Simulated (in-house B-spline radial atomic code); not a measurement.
Configurations of Pr IV (Pr3+), with energies counted from [Xe] 4f2. Computed with a B-spline radial code for spherical atoms: Dirac-Hartree-Fock, average of configuration, Fermi nucleus of rms radius 4.8919 fm. Energies include first-order Breit, QED and recoil terms.

Occupations are held fixed; configurations that lie above the ionisation limit could autoionise.

| configuration | E - E(ref) (eV) | highest orbital | its <r> (bohr) |
| --- | --- | --- | --- |
| [Xe] 4f1 6s1 | 10.442 | 6s1/2 | 3.313 |
| [Xe] 4f1 6p1 | 15.187 | 6p3/2 | 3.892 |
| [Xe] 4f1 7g1 | 31.571 | 7g7/2 | 15.77 |
| [Kr] 4d10 4f2 5s2 5p5 6d1 | 37.954 | 6d5/2 | 5.163 |
| [Kr] 4d10 4f2 5s2 5p5 5g1 | 43.504 | 5g7/2 | 6.828 |
| [Kr] 4d10 4f2 5s2 5p5 7g1 | 47.773 | 7g7/2 | 15.77 |
| [Kr] 4d9 4f2 5s2 5p6 7s1 | 138.37 | 7s1/2 | 5.967 |
| [Kr] 4d9 4f2 5s2 5p6 8s1 | 143.47 | 8s1/2 | 9.344 |
| [Kr] 4d9 4f2 5s2 5p6 5g1 | 143.55 | 5g7/2 | 6.827 |
| [Kr] 4d9 4f2 5s2 5p6 8p1 | 144.5 | 8p3/2 | 10.41 |

Task: Order these further configurations by energy, lowest first.
A. [Kr] 4d10 4f2 5s2 5p5 6g1
B. [Xe] 4f1 5g1
C. [Kr] 4d9 4f2 5s2 5p6 6p1
D. [Kr] 4d10 4f2 5s2 5p5 5d1
E. [Kr] 4d9 4f2 5s2 5p6 6g1

Result: D (23.478 eV), B (27.301 eV), A (46.165 eV), C (131.39 eV), E (146.21 eV).

Task: How far above the reference does [Xe] 4f1 7d1 lie?

Result: 27.011 eV; its least bound orbital is 7d5/2 with <r> = 8.469 bohr.

Task: How far above the reference does [Xe] 4f1 7p1 lie?

Result: 24.12 eV; its least bound orbital is 7p3/2 with <r> = 6.791 bohr.

Task: How far above the reference does [Kr] 4d9 4f2 5s2 5p6 9p1 lie?

Result: 146.8 eV; its least bound orbital is 9p3/2 with <r> = 14.79 bohr.

Task: One of these lies 38.47 eV from the reference. Which?
A. [Xe] 4f1 9g1
B. [Kr] 4d9 4f3 5s2 5p6
C. [Kr] 4d10 4f2 5s2 5p5 7s1

Result: C.
